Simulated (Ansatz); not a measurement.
In7Sb7⁺. Charge 1, multiplicity 2. Geometry r2SCAN-D4/def2-SVP, that of the neutral singlet; atoms count from 1.

```tsv
atom	x (Å)	y (Å)	z (Å)
In1	1.974	-0.467	-1.540
Sb2	3.739	1.643	-1.451
In3	0.735	0.884	4.385
Sb4	0.342	1.105	1.309
In5	-1.713	1.507	-0.663
In6	1.443	2.522	-2.539
Sb7	-1.242	2.501	-3.285
In8	0.942	-1.748	1.824
Sb9	-0.464	-2.074	4.206
Sb10	1.290	-3.067	-0.613
In11	-1.214	-1.617	-0.921
Sb12	-0.363	-0.251	-3.335
In13	-1.855	-0.426	2.409
Sb14	-3.615	-0.512	0.213
```

In the def2 sets In, Sb take a core potential; there is no spin–orbit coupling. Single mean-field runs in def2-TZVP are fitted with def2-universal-jkfit.

(1) Estimate the Mulliken populations from the PBE0/def2-TZVP orbitals of Ansatz.

(2) Where does the spin sit?

(3) And the Mayer bond orders between heavy atoms (over 0.3)?

Results:

(1) 
```json
{"atom": "In1", "charge (e)": "0.19", "spin (α − β)": "-0.06"}
{"atom": "Sb2", "charge (e)": "0.01", "spin (α − β)": "0.75"}
{"atom": "In3", "charge (e)": "0.29", "spin (α − β)": "0.01"}
{"atom": "Sb4", "charge (e)": "-0.27", "spin (α − β)": "0.13"}
{"atom": "In5", "charge (e)": "0.25", "spin (α − β)": "0.00"}
{"atom": "In6", "charge (e)": "0.36", "spin (α − β)": "0.03"}
{"atom": "Sb7", "charge (e)": "-0.05", "spin (α − β)": "-0.02"}
{"atom": "In8", "charge (e)": "0.20", "spin (α − β)": "0.01"}
{"atom": "Sb9", "charge (e)": "-0.11", "spin (α − β)": "0.09"}
{"atom": "Sb10", "charge (e)": "-0.09", "spin (α − β)": "-0.01"}
{"atom": "In11", "charge (e)": "0.19", "spin (α − β)": "0.00"}
{"atom": "Sb12", "charge (e)": "-0.10", "spin (α − β)": "0.00"}
{"atom": "In13", "charge (e)": "0.21", "spin (α − β)": "0.07"}
{"atom": "Sb14", "charge (e)": "-0.09", "spin (α − β)": "0.00"}
```
Mulliken values depend strongly on the basis.

(2) Summed by element: In 0.06, Sb 0.94, of 1 unpaired in all. Largest on single atoms: Sb2 0.75, Sb4 0.13, Sb9 0.09.

(3) In1–Sb2 0.93 (2.75 Å); In1–Sb10 0.84 (2.84 Å); In1–Sb12 0.67 (2.95 Å); Sb2–In6 1.01 (2.69 Å); In3–Sb4 0.38 (3.11 Å); In3–Sb9 0.53 (3.20 Å); Sb4–In5 0.69 (2.88 Å); Sb4–In8 0.61 (2.96 Å); Sb4–In13 0.64 (2.89 Å); In5–Sb7 0.77 (2.84 Å); In5–Sb14 0.77 (2.91 Å); In6–Sb7 0.89 (2.79 Å); Sb7–Sb12 0.92 (2.89 Å); In8–Sb9 0.98 (2.79 Å); In8–Sb10 0.87 (2.79 Å); Sb9–In13 0.92 (2.81 Å); Sb10–In11 0.78 (2.91 Å); In11–Sb12 0.72 (2.90 Å); In11–Sb14 0.81 (2.88 Å); In13–Sb14 0.85 (2.82 Å).
